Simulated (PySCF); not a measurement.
Species: C10H11N.
Atom-mapped SMILES: `[CH:1]1=[CH:2][CH2:3][C:4]([n:5]2[cH:6][cH:7][cH:8][cH:9]2)=[CH:10][CH2:11]1`

Cartesian coordinates in Å at the GFN2-xTB level; atoms count from 1:
```xyz
22
C10H11N angstrom
C     -3.0027   -0.1889    0.1829
C     -2.2540   -0.9988    0.9080
C     -0.7687   -1.1132    0.7580
C     -0.1908   -0.0098   -0.0860
N      1.2036    0.1162   -0.0421
C      1.9214    1.2365   -0.3563
C      3.2507    0.9679   -0.2057
C      3.3571   -0.3748    0.2133
C      2.0874   -0.8659    0.3100
C     -0.9518    0.7937   -0.8245
C     -2.4447    0.7224   -0.8620
H     -4.0739   -0.1527    0.3231
H     -2.6975   -1.6414    1.6559
H     -0.5362   -2.0855    0.3044
H     -0.2980   -1.1022    1.7471
H      1.4395    2.1517   -0.6340
H      4.0603    1.6506   -0.3724
H      4.2625   -0.9097    0.4222
H      1.7646   -1.8493    0.5854
H     -0.5073    1.5589   -1.4433
H     -2.7724    0.3851   -1.8542
H     -2.8594    1.7286   -0.7306
```

NICS = −σ at a ghost point: NICS(0) at the centroid of the ring atoms, NICS(1) 1 Å to either side along the normal of their mean plane, zz for the tensor component along that normal. Level: GIAO PBE0/pcSseg-1 (PySCF, non-relativistic, gas phase) on the GFN2-xTB geometry, one conformer.

Rings: 1. C1–C2–C3–C4–C10–C11; 2. N5–C6–C7–C8–C9.

```tsv
set	NICS(0)	NICS(1), two faces	NICS(1)zz, two faces
P	0.7	-1.9 / -0.4	1.3 / 2.6
Q	-12.3	-10.2 / -10.5	-26.5 / -27.5
```

Q: Which set (ppm) belongs to which ring?

A: P = 1, Q = 2.
- 1 (6-membered carbocycle; formal bonds 2 double, 4 single): mean NICS(1)zz 2.0 ppm, near zero. C3, C11 have four or more neighbours, and the NICS criterion for π rings isn't applied.
- 2 (5-membered ring with N; formal bonds all aromatic): mean NICS(1)zz -27.0 ppm, shielded. For a flat ring without four-coordinate atoms the NICS criterion counts such a value as aromatic.

Q: How do the rings differ in shape?

A: 
```tsv
ring	bond lengths (Å)	rms pucker (Å)	HOMA	nearest outside atom to a NICS(1) probe (Å)
1	1.320, 1.497, 1.505, 1.330, 1.495, 1.494	0.06	–	hydrogen 1.97
2	1.367, 1.364, 1.411, 1.365, 1.367	0.00	0.88	hydrogen 2.43
```

HOMA = 1 − mean of α(R − Ropt)² over the ring bonds, with Krygowski's 1993 parameters (CC: Ropt 1.388 Å, α 257.7 Å⁻²; CN: Ropt 1.334 Å, α 93.52 Å⁻²). A dash marks a ring with a four-coordinate atom, a triple bond, no multiple bond or a kind of bond without parameters.
